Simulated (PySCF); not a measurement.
Computed IR spectrum (relative IR intensity) of a molecule CH₈O₃Si₂. Coordinates come from a PBE-D3(BJ)/def2-SVP optimisation. Other conformers were not sampled. Computed with PySCF with PBE-D3(BJ)/def2-SVP. Frequencies are harmonic and unscaled.

ν (cm⁻¹): 140 (vw), 213 (w), 283 (vw), 301 (w), 341 (m), 419 (vw), 465 (m), 495 (w), 694 (m), 713 (w), 731 (s), 780 (s), 801 (m), 849 (vs), 870 (s), 888 (m), 940 (m), 1034 (vs), 1100 (vs), 1158 (m), 1417 (w), 1425 (vw), 2132 (s), 2142 (s), 2168 (s), 2931 (m), 3009 (w), 3051 (w), 3575 (vs), 3754 (m) (against the strongest line: vs over 80 %, s over 45 %, m over 15 %, w over 4 %, vw less)

Problem. Which structure fits?
(A) O[SiH2]C(O)[SiH2]O
(B) OC[Si@H](O)[SiH2]O
(C) CO[Si@@H](O)[SiH2]O
(D) O[SiH2]C[SiH](O)O

Solution. C, CO[Si@@H](O)[SiH2]O
